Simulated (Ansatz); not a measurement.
`[SiH3][GaH][Cl]` + `BS` → `B[S][GaH][Cl]` + SiH₄  (cleavage of the Ga–Si bond)

Isolated molecules relaxed with PBE0-D4/def2-TZVP in Ansatz; ΔE leaves out vibrations. CBS: MP2 limit from def2 TZ/QZ plus the TZ coupled-cluster correction, frozen cores. This one scheme is used for every species. DFT in def2-TZVPP. B3LYP here is the variant with VWN-RPA as its local correlation; programs differ in this. For Ga outer-core shells are correlated without core-valence functions, which leaves a few kJ/mol of doubt a bond. Scalar relativity is left out up to krypton. One conformer a species, not always the lowest.

`[SiH3][GaH][Cl]`:

Cartesian coordinates in Å:
```
Si 0.867 -0.644 0.186
Ga -0.875 0.905 -0.405
Cl -2.729 0.569 0.652
H 0.412 -2.027 -0.118
H 1.138 -0.538 1.645
H 2.125 -0.374 -0.559
H -0.938 2.109 -1.401
```

`BS`:

Z-matrix (Å, degrees):
```
B
S 1 1.765
H 1 1.192 2 115.8
H 1 1.190 2 121.4 3 -180.0
H 2 1.344 1 99.2 3 180.0
```

`B[S][GaH][Cl]`:

```xyz
7

B    -1.410    0.622   -0.491
S     0.295    1.021   -0.821
Ga    1.235   -0.542    0.428
Cl    3.374   -0.534    0.407
H    -1.715   -0.278    0.233
H    -2.235    1.295   -1.028
H     0.457   -1.584    1.272
```

SiH₄:

Cartesian coordinates in Å:
```
Si 0.000 0.000 0.000
H -1.244 -0.688 -0.427
H 0.939 -0.992 0.583
H -0.328 1.029 1.019
H 0.634 0.651 -1.174
```

| level | ΔE (kJ/mol) | difference from CCSD(T)/CBS |
| --- | --- | --- |
| PBE0-D4 | -55.8 | 8.4 |
| r2SCANh-D4 | -60.8 | 3.4 |
| BHLYP-D4 | -65.3 | -1.1 |
| B2PLYP | -63.4 | 0.8 |
| PBE-QIDH | -64.7 | -0.5 |
| PBE | -49.2 | 15.0 |
| B3LYP | -56.1 | 8.1 |
| CAM-B3LYP | -58.6 | 5.6 |
| RPA@PBE/def2-TZVPP | -61.9 | 2.3 |
| MP2/def2-SVP | -74.4 | -10.2 |
| CCSD/def2-SVP | -65.0 | -0.8 |
| CCSD(T)/def2-SVP | -65.7 | -1.5 |
| HF/def2-TZVPP | -71.2 | -7.0 |
| MP2/def2-TZVPP | -74.0 | -9.8 |
| CCSD(T)/def2-TZVPP | -64.8 | -0.6 |
| SCS-MP2/def2-QZVPP | -71.9 | -7.7 |
| CCSD(T)/CBS | -64.2 | 0 |

Largest T1 diagnostic among the species: 0.015.

From PBE to PBE0 (25 % exact exchange), in def2-TZVPP and without D4, ΔE moves by −4.9 kJ/mol. The D4 term adds −3.4 kJ/mol with B3LYP and −1.7 kJ/mol with PBE0; it sums over pairs of atoms, weighted by their polarisabilities, and B3LYP, whose exchange is more repulsive, gets the larger term. Leaving LDA and LC-ωPBE aside and taking each functional with its dispersion term where it has one, the values, not all of them listed here, spread over 14.0 kJ/mol, from BHLYP-D4 to PBE-D4.
